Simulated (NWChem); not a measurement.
All runs are NWChem calculations. System: C2H2Br2, charge 0, spin multiplicity 1, at a geometry optimised with PBE0/def2-SVP. The structure started from a generated list of species. Level: BLYP/def2-TZVP.

Input file:

```
start mol
memory heap 200 mb stack 800 mb global 1000 mb
geometry units angstroms nocenter noautoz
  Br    -1.753345     0.000000     0.274881
  C     -0.666424     0.000000    -1.239472
  C      0.666424     0.000000    -1.239472
  Br     1.753345     0.000000     0.274881
  H     -1.215093     0.000000    -2.183996
  H      1.215093     0.000000    -2.183996
  symmetry group C2v
end
basis spherical
  * library def2-tzvp
end
dft
  xc becke88 lyp
  semidirect memsize 60000000 filesize 0
  iterations 100
end
task dft energy
```

Output (cleaned and shortened):

```
             Northwest Computational Chemistry Package (NWChem) 7.3.0
             --------------------------------------------------------

                                NWChem Input Module
                                -------------------

 Scaling coordinates for geometry "geometry" by  1.889725989
 (inverse scale =  0.529177249)

 Turning off AUTOSYM since
 SYMMETRY directive was detected!

                             Geometry "geometry" -> ""
                             -------------------------

 Output coordinates in angstroms (scale by  1.889725989 to convert to a.u.)

  No.       Tag          Charge          X              Y              Z
 ---- ---------------- ---------- -------------- -------------- --------------
    1 Br                  35.0000    -1.75334500     0.00000000     0.27488100
    2 C                    6.0000    -0.66642400     0.00000000    -1.23947200
    3 C                    6.0000     0.66642400     0.00000000    -1.23947200
    4 Br                  35.0000     1.75334500     0.00000000     0.27488100
    5 H                    1.0000    -1.21509300     0.00000000    -2.18399600
    6 H                    1.0000     1.21509300     0.00000000    -2.18399600

 Effective nuclear repulsion energy (a.u.)     429.6170865199

            Nuclear Dipole moment (a.u.)
            ----------------------------
        X                 Y               Z
 ---------------- ---------------- ----------------
     0.0000000000     0.0000000000     0.0000264562

      Symmetry information
      --------------------

 Group name             C2v
 Group number             16
 Group order               4
 No. of unique centers     3

      Symmetry unique atoms

     1    2    5


 Summary of "ao basis" -> "" (spherical)
 ------------------------------------------------------------------------------
       Tag                 Description            Shells   Functions and Types
 ---------------- ------------------------------  ------  ---------------------
 *                         def2-tzvp                  on all atoms

                                 NWChem DFT Module
[...]
              MO Center=  4.6D-15, -1.4D-15, -3.4D-01, r^2= 4.1D+00
   Bfn.  Coefficient  Atom+Function         Bfn.  Coefficient  Atom+Function
  ----- ------------  ---------------      ----- ------------  ---------------
    17      0.279785  1 Br py               127      0.279785  4 Br py
    20      0.228583  1 Br py               130      0.228583  4 Br py
    55     -0.219530  2 C  py                86     -0.219530  3 C  py
    11     -0.204008  1 Br py               121     -0.204008  4 Br py
    14      0.195432  1 Br py               124      0.195432  4 Br py

 Vector   43  Occ=0.000000D+00  E=-5.331040D-02  Symmetry=a2
              MO Center=  2.8D-14,  2.0D-16, -9.9D-01, r^2= 3.0D+00
   Bfn.  Coefficient  Atom+Function         Bfn.  Coefficient  Atom+Function
  ----- ------------  ---------------      ----- ------------  ---------------
    61      0.547902  2 C  py                92     -0.547902  3 C  py
    55      0.323799  2 C  py                86     -0.323799  3 C  py
    58      0.281530  2 C  py                89     -0.281530  3 C  py
    20     -0.227793  1 Br py               130      0.227793  4 Br py
    17     -0.115948  1 Br py               127      0.115948  4 Br py

 Vector   44  Occ=0.000000D+00  E=-4.590230D-02  Symmetry=a1
              MO Center=  2.7D-13, -1.4D-16, -5.7D-02, r^2= 5.1D+00
   Bfn.  Coefficient  Atom+Function         Bfn.  Coefficient  Atom+Function
  ----- ------------  ---------------      ----- ------------  ---------------
    21     -0.402872  1 Br pz               131     -0.402872  4 Br pz
     6      0.397244  1 Br s                116      0.397244  4 Br s
    53     -0.393085  2 C  s                 84     -0.393085  3 C  s
    19      0.271998  1 Br px               129     -0.271998  4 Br px
    60      0.220885  2 C  px                91     -0.220885  3 C  px

 Vector   45  Occ=0.000000D+00  E=-6.671279D-03  Symmetry=b1
              MO Center= -1.8D-13, -8.9D-16, -4.3D-01, r^2= 6.3D+00
   Bfn.  Coefficient  Atom+Function         Bfn.  Coefficient  Atom+Function
  ----- ------------  ---------------      ----- ------------  ---------------
    53      1.083540  2 C  s                 84     -1.083540  3 C  s
   161     -0.889956  5 H  s                167      0.889956  6 H  s
    52      0.558197  2 C  s                 83     -0.558197  3 C  s
    21      0.406612  1 Br pz               131     -0.406612  4 Br pz
     6     -0.276722  1 Br s                116      0.276722  4 Br s

 center of mass
 --------------
 x =   0.00000000 y =   0.00000000 z =   0.09950042

 moments of inertia (a.u.)
 ------------------
         207.289479547298           0.000000000000           0.000000000000
           0.000000000000        2010.664483068673           0.000000000000
           0.000000000000           0.000000000000        1803.375003521375

     Multipole analysis of the density
     ---------------------------------

     L   x y z        total         alpha         beta         nuclear
     -   - - -        -----         -----         ----         -------
     0   0 0 0     -0.000000    -42.000000    -42.000000     84.000000

     1   1 0 0     -0.000000     -0.000000     -0.000000      0.000000
     1   0 1 0     -0.000000     -0.000000     -0.000000      0.000000
     1   0 0 1     -0.592914     -0.296470     -0.296470      0.000026

     2   2 0 0    -36.401939   -417.227520   -417.227520    798.053102
     2   1 1 0     -0.000000     -0.000000     -0.000000      0.000000
     2   1 0 1      0.000000      0.000000      0.000000      0.000000
     2   0 2 0    -37.540134    -18.770067    -18.770067      0.000000
     2   0 1 1      0.000000      0.000000      0.000000      0.000000
     2   0 0 2    -32.194708    -75.491897    -75.491897    118.789085

 Task  times  cpu:       13.9s     wall:       13.9s

 Total times  cpu:       13.9s     wall:       13.9s
```
